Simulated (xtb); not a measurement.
C4H6BNO, SMILES NB1C(OC1=C)=C. All values are semi-empirical tight-binding results from xtb (GFN2-xTB unless named), good for trends rather than for accurate numbers. Geometry optimised at GFN2-xTB. This is a generated structure with no PubChem entry under its InChIKey; it may be hypothetical. One conformer was computed; it need not be the lowest.

- point group as xtb finds it: C2v
- orbital gap: 3.19 eV
- dipole moment: 3.98 D
- zero-point energy: 60.6 kcal/mol
- G − E(el) at 298.15 K (modified RRHO): 41.6 kcal/mol
- static polarisability (D4 model): 69.4 bohr³
- solvation energy, GFN2-xTB/ALPB(water): -6.4 kcal/mol
- solvation energy, GFN2-xTB/ALPB(benzene): -7.7 kcal/mol

Computed IR lines (harmonic; lines under 4 % of the strongest left out, lines within 3 cm⁻¹ merged):
ν (cm⁻¹): 608 (s), 862 (m), 945 (m), 995 (m), 1153 (vs), 1179 (w), 1464 (w), 1552 (s), 1679 (m), 1755 (w), 3101 (w), 3139 (m) (against the strongest line: vs over 80 %, s over 45 %, m over 15 %, w over 4 %, vw less)
